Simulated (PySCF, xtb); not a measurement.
BClI₂, SMILES ClB(I)I.

GFN2-xTB (xtb) at its own geometry gives an orbital gap of 3.72 eV and a dipole moment of 3.44 D.

Geometry: r2SCAN-D4/def2-SVP. The def2 effective core potentials stand for the cores of I; spin–orbit coupling is left out.

Q: What does CAM-B3LYP/def2-TZVP run with PySCF give? (The exact figures need the calculation; the answer reports its results.)

A: gap 7.64 eV (levels -8.82 and -1.19 eV), dipole 0.09 D.
